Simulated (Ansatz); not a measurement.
Consider the substitution at a C–C bond: `CCCCC(C)O` + H₂Se → `CC[SeH]` + `CCC(C)O`.

Computed with Ansatz on PBE0-D4/def2-TZVP structures; ΔE is electronic, products minus reactants. CCSD(T)/CBS is the MP2 limit (def2-TZVPP, def2-QZVPP) plus CCSD(T) − MP2 in def2-TZVPP, frozen cores. Functionals use def2-TZVPP. B3LYP here is the variant with VWN-RPA as its local correlation; programs differ in this. HSE06 is defined as in plane-wave codes. For Se outer-core shells are correlated without core-valence functions, which leaves a few kJ/mol of doubt a bond. Scalar relativity is left out up to krypton. Each species was taken in one conformer, which may not be the lowest.

| level | ΔE (kJ/mol) |
| --- | --- |
| r2SCAN0-D4 | 2.4 |
| HSE06-D4 | 1.1 |
| BHLYP-D4 | 1.4 |
| ωB97M-V | 3.5 |
| r2SCAN | -1.2 |
| B3LYP | -4.3 |
| MP2/def2-SVP | 16.9 |
| SCS-MP2/def2-TZVPP | -1.6 |

Question: What does CCSD(T)/CBS give? (Best estimate.)

Answer: The calculation gave: +1.2 kJ/mol. The listed levels differ from it by 1.2, -0.1, 0.2, 2.3, -2.4, -5.5, 15.7, -2.8 kJ/mol.

Largest T1 diagnostic among the species: 0.009.

At CCSD(T), def2-SVP lies +19.0 kJ/mol from the extrapolated value and def2-TZVPP +1.2 kJ/mol. The D4 term adds +3.6 kJ/mol with B3LYP and +2.8 kJ/mol with PBE0; it sums over pairs of atoms, weighted by their polarisabilities, and B3LYP, whose exchange is more repulsive, gets the larger term. From BLYP to BHLYP (50 % exact exchange), in def2-TZVPP and without D4, ΔE moves by +7.6 kJ/mol.

CCSD(T)/CBS has its own doubt, a few kJ/mol and more with outer-core shells, so smaller differences from it don't rank the levels.
